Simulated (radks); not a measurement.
Q: Zr II, configuration [Kr] 4d1 5s1 5p1 (not the ground configuration). Method: scalar-relativistic Kohn-Sham, BLYP, spin-polarised, spherical densities, finite nucleus; open shells are filled with parallel spins first (spin-orbit coupling, left out, can overturn this in heavy ions); Fermi nuclear charge, rms radius 4.2694 fm; computed with a radial shooting solver on a logarithmic mesh with Libxc functionals. Some entries of the table are withheld. Estimate them.

orbital,occ.,eigenvalue (hartree),<r^2> (bohr^2)
1s up,1,-655.5774,0.001853
1s down,1,-655.5761,0.001853
2s up,1,-91.18971,0.03117
2s down,1,-91.18551,0.03117
2p up,3,-81.37470,0.02454
2p down,3,-81.37112,0.02454
3s up,1,-15.27101,0.2412
3s down,1,-15.26740,0.2412
3p up,3,-12.07493,0.2491
3p down,3,-12.07099,0.2490
3d up,5,-6.82693,0.2479
3d down,5,-6.82181,0.2477
4s up,1,-2.40414,1.649
4s down,1,-2.37798,1.642
4p up,3,-1.58666,(1)
4p down,3,-1.55770,(2)
4d up,1,(3),4.811
4d down,0,(4),4.635
5s up,1,-0.44363,11.68
5p up,1,-0.28789,17.23

A: 
(1) 4p up <r^2> (bohr^2): 2.102
(2) 4p down <r^2> (bohr^2): 2.086
(3) 4d up eigenvalue (hartree): -0.48653
(4) 4d down eigenvalue (hartree): -0.44756
